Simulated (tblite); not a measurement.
Species: C₆H₇F₂N₂ (charge -1).
SMILES with atom numbers: `[CH3:1][C@H:2]([c:3]1[cH:4][cH:5][n:6][n-:7]1)[CH:8]([F:9])[F:10]` (hydrogens: H11, H12, H13 on C1; H14 on C2; H15 on C4; H16 on C5; H17 on C8)
Bond orders are those of one Lewis drawing.

Computed with GFN2-xTB (tblite), gas phase: L-BFGS steps from a force-field or distance-geometry start until the largest atomic force falls under 0.01 eV/Å.

Step 36: E = -868.8752 eV
```
atom  x, y, z in Å  |  force x, y, z in eV/Å
C1     -1.4112   -1.2905   -0.1582    0.002   0.037  -0.013
C2     -0.8129    0.1133   -0.0445    0.034   0.021   0.008
C3      0.6689    0.0434    0.2088    0.001  -0.008  -0.007
C4      1.7124    0.5808   -0.5435    0.005  -0.015   0.002
C5      2.8383    0.1875    0.1740    0.012   0.002  -0.019
N6      2.4892   -0.5184    1.2501   -0.051   0.029  -0.003
N7      1.1568   -0.6069    1.2773   -0.046  -0.003  -0.001
C8     -1.4455    0.8280    1.1355    0.006  -0.018   0.005
F9     -1.1195    2.1475    1.1824   -0.009  -0.031  -0.013
F10    -2.8258    0.8337    1.0868    0.031  -0.006   0.001
H11    -2.4977   -1.2553   -0.2380   -0.023  -0.003  -0.003
H12    -1.1284   -1.8599    0.7244    0.012  -0.016  -0.045
H13    -1.0067   -1.7804   -1.0407    0.010  -0.039   0.029
H14    -1.0122    0.6875   -0.9581   -0.012   0.014   0.028
H15     1.6566    1.1547   -1.4569   -0.012  -0.008   0.028
H16     3.8782    0.3855   -0.0436    0.046   0.004  -0.014
H17    -1.1475    0.3618    2.0837   -0.007   0.041   0.020
```

Step 37: E = -868.8758 eV
```
atom  x, y, z in Å  |  force x, y, z in eV/Å
C1     -1.4112   -1.2900   -0.1600   -0.002   0.033  -0.017
C2     -0.8139    0.1142   -0.0451    0.024   0.020   0.015
C3      0.6677    0.0426    0.2073    0.002   0.009   0.008
C4      1.7126    0.5791   -0.5430    0.004  -0.017  -0.013
C5      2.8375    0.1861    0.1750    0.010  -0.005  -0.001
N6      2.4864   -0.5171    1.2521   -0.039   0.010   0.013
N7      1.1543   -0.6053    1.2778   -0.049  -0.011   0.008
C8     -1.4445    0.8287    1.1365    0.012  -0.014   0.007
F9     -1.1287    2.1514    1.1746   -0.004  -0.035  -0.013
F10    -2.8248    0.8242    1.0988    0.027  -0.010  -0.005
H11    -2.4981   -1.2544   -0.2416   -0.003  -0.014   0.004
H12    -1.1273   -1.8626    0.7208   -0.003   0.005  -0.051
H13    -1.0043   -1.7775   -1.0429    0.000  -0.040   0.025
H14    -1.0149    0.6895   -0.9577   -0.008   0.008   0.030
H15     1.6599    1.1518   -1.4559   -0.021   0.013  -0.011
H16     3.8775    0.3816   -0.0420    0.057   0.010  -0.016
H17    -1.1352    0.3697    2.0847   -0.008   0.038   0.019
```

Task: Estimate the geometry and energy of step 38. (The exact step hangs on the optimiser's Hessian estimate; all steps are aligned on step 37, rigid shifts and turns removed.)

Result: E = -868.8763 eV, largest force 0.056 eV/Å
```
atom  x, y, z in Å  |  force x, y, z in eV/Å
C1     -1.4114   -1.2887   -0.1619   -0.005   0.015  -0.019
C2     -0.8143    0.1155   -0.0457    0.003   0.009   0.016
C3      0.6668    0.0422    0.2058    0.002   0.023   0.014
C4      1.7132    0.5773   -0.5428    0.005  -0.015  -0.023
C5      2.8371    0.1847    0.1762    0.006  -0.011   0.018
N6      2.4830   -0.5158    1.2542   -0.013  -0.010   0.025
N7      1.1510   -0.6039    1.2782   -0.032  -0.007   0.011
C8     -1.4432    0.8289    1.1375    0.014  -0.005   0.012
F9     -1.1383    2.1544    1.1671    0.004  -0.026  -0.012
F10    -2.8233    0.8139    1.1102    0.018  -0.016  -0.010
H11    -2.4987   -1.2533   -0.2445    0.015  -0.019   0.007
H12    -1.1264   -1.8643    0.7168   -0.014   0.022  -0.044
H13    -1.0026   -1.7757   -1.0442   -0.008  -0.034   0.012
H14    -1.0175    0.6918   -0.9570   -0.003   0.009   0.025
H15     1.6630    1.1493   -1.4553   -0.027   0.027  -0.041
H16     3.8780    0.3781   -0.0406    0.043   0.010  -0.010
H17    -1.1234    0.3776    2.0856   -0.007   0.029   0.019
```

The energy changes by -0.0006 eV. The first-order estimate −F·Δx gives -0.0008 eV and the mean of the old and new forces, exact on a quadratic surface, -0.0006 eV. The step makes an angle of 79° with the force vector and moves no atom by more than 0.015 Å.

The cost below is that of the whole relaxation. Hardware: Arm Neoverse V2, one thread, no GPU, shared host with 96 logical CPUs at a one-minute load of 58. Cost: 0.25 s wall.
